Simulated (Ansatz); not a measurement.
Total energies of C$_{2}$H$_{7}$AlO$_{2}$ (`C[O][Al]([CH3])[OH]`).

```csv
atom,x (Å),y (Å),z (Å)
C1,-1.2452,-0.9340,-1.3798
O2,-0.8509,0.3220,-0.9179
Al3,0.2252,0.8644,0.2673
C4,1.2703,-0.3367,1.3729
O5,0.3724,2.5400,0.4720
H6,-1.0238,-1.0331,-2.4483
H7,-0.7420,-1.7575,-0.8556
H8,-2.3251,-1.0654,-1.2496
H9,1.9057,-0.9872,0.7647
H10,1.9145,0.2160,2.0599
H11,0.6265,-0.9907,1.9685
H12,-0.1275,3.1622,-0.0540
```

The species carries charge 0 and has multiplicity 1. All single points use the PBE0-D4/def2-TZVP geometry. It is one conformer, not always the lowest. Basis def2-TZVPP, Ansatz.

RPA on PBE orbitals: Hartree–Fock energy of these orbitals -471.62447 Eh, correlation -1.46698 Eh (frozen core).

| functional | energy without D4 (Eh) | D4 term (kJ/mol) |
| --- | --- | --- |
| PBE | -473.10775 | -19.0 |
| revPBE | -473.38908 | -57.6 |
| PBE0 | -473.14539 | -16.1 |
| B3LYP | -473.55642 | -30.3 |
| r2SCANh | -473.35884 | -5.2 |
| r2SCAN0 | -473.33871 | -5.8 |
| BHLYP | -473.40282 | -23.1 |
| CAM-B3LYP | -473.43954 | -16.4 |
| LC-ωPBE | -473.30580 | – |
| B2PLYP | -473.23743 | – |

Question: Give the same for LDA (SPW92), BLYP, r2SCAN, B97M-V, HSE06 (plane-wave form), ωB97X-V, ωB97M-V, PBE-QIDH. (An estimate is asked.)

Answer: Computed: 
| functional | energy without D4 (Eh) | D4 term (kJ/mol) |
| --- | --- | --- |
| LDA (SPW92) | -470.62653 | – |
| BLYP | -473.45700 | -41.1 |
| r2SCAN | -473.37299 | -4.9 |
| B97M-V | -473.41928 | – |
| HSE06 (plane-wave form) | -473.12745 | -15.0 |
| ωB97X-V | -473.40812 | – |
| ωB97M-V | -473.41448 | – |
| PBE-QIDH | -473.03061 | – |

B3LYP takes the VWN-RPA correlation (the form of Gaussian; ORCA's B3LYP/G). HSE06 is the plane-wave form, built on full-range PBE exchange. The double hybrids freeze the cores in their second-order part.

LC-ωPBE has ω = 0.4 bohr⁻¹.
